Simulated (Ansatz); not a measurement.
Ideal-gas functions of `[NH2][Ta](=[O])([OH])[OH]` at 800 K and 1 bar, from an Ansatz frequency run at PBE0-D4/def2-TZVP.

Molar mass 246.98 g/mol, point group C1 (symmetry number 1), electronic degeneracy 1, moments of inertia 156.274, 160.986, 179.48 u Å². Harmonic wavenumbers (cm⁻¹, unscaled): 171, 179, 189, 204, 223, 236, 357, 372, 411, 476, 537, 595, 677, 697, 710, 1005, 1549, 3582, 3678, 3941, 3958.

Use S(trans) = R[1.5 ln M + 2.5 ln T − 1.1517]; rotational temperatures θ = 24.2544 K / I; S(rot) = R[ln(√π/σ · √(T³/θAθBθC)) + 1.5]; for each mode x = 1.438777 ν̃/T, S = R[x/(eˣ − 1) − ln(1 − e⁻ˣ)] and H = RT x/(eˣ − 1); 1 cm⁻¹ = 0.0119627 kJ/mol; R = 8.31446 J/(mol·K).

Task: By hand: the entropy, in J/(mol·K).

Result: Translation 198.1. Rotation: θ = 0.1552, 0.1507, 0.1351 K, giving 124.5. Vibration, mode by mode: 18.15, 17.77, 17.33, 16.70, 15.97, 15.50, 12.14, 11.81, 11.01, 9.86, 8.92, 8.14, 7.17, 6.96, 6.82, 4.44, 2.05, 0.10, 0.08, 0.06, 0.05, in all 191.0. Electronic 0.0. Sum 513.6 J/(mol·K).

Task: By hand: H − E and G − E in kJ/mol, counted from the electronic energy.

Result: Zero-point energy ½ × 23747 × 0.0119627 = 142.0; thermal vibration 72.7; translation, rotation and pV give 4 RT = 26.6. H − E = 241.3 kJ/mol, and G − E = 241.3 − 800 × 513.6/1000 = -169.6 kJ/mol.

Vibration gives 37 % of the entropy. The sum counts one conformer and one mirror image; others add a mixing term.
